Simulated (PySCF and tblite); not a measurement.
Values are calculated unless marked as measured or tabulated.
C₆H₁₃ClOSi, numbered as in [SiH3:1][C@H:2]1[CH2:3][O:4][CH2:5][CH2:6][C@H:7]([Cl:8])[CH2:9]1.

The ensemble was built from 60 distance-geometry starts (ETKDG and KDG, MMFF94s, GFN2-xTB) and rests on GFN2-xTB geometries. Weights use PBE0-D3(BJ)/pcSseg-1 (IEF-PCM, acetone) energies plus GFN2-xTB zero-point and thermal terms (modes under about 100 cm⁻¹ blended into free rotors). Symmetry numbers and mirror images are counted. Conformers within 2.5 kcal/mol (GFN2-xTB free energy) were kept, 5 at most. (PySCF 2.14, tblite 0.8.)

Rotational constants are equilibrium values for the commonest isotopes; dipoles come from the energy level named and are polarised by its solvent model.

The 7-ring runs over atoms 2–3–4–5–6–7–9.

| conformer | shape | symmetry | weight % |
| --- | --- | --- | --- |
| 1 | 7-ring puckered (ring torsions 46, -96, 71, -48, 68, -85, 37°) | C1 | 90.2 |
| 2 | 7-ring puckered (ring torsions 96, -42, -39, 85, -71, 56, -78°) | C1 | 4.5 |
| 3 | 7-ring puckered (ring torsions -61, 78, -88, 38, 37, -83, 73°) | C1 | 3.5 |
| 4 | 7-ring puckered (ring torsions -79, 61, -73, 85, -38, -37, 88°) | C1 | 1.1 |
| 5 | 7-ring puckered (ring torsions 68, -86, 77, -18, -51, 82, -70°) | C1 | 0.7 |

Sets of constants, in random order:

| set | A (MHz) | B (MHz) | C (MHz) | abs μa (D) | abs μb (D) | abs μc (D) |
| --- | --- | --- | --- | --- | --- | --- |
| P | 1651 | 825 | 675 | 1.29 | 0.10 | 0.91 |
| Q | 1315 | 927 | 596 | 0.55 | 1.23 | 2.47 |
| R | 1451 | 928 | 653 | 0.03 | 0.48 | 1.07 |
| S | 1603 | 851 | 657 | 1.09 | 1.60 | 1.78 |
| T | 1476 | 781 | 538 | 1.03 | 0.77 | 0.78 |

Task: Match each set to its conformer.

Result: P is conformer 5, Q is conformer 3, R is conformer 1, S is conformer 2, T is conformer 4.
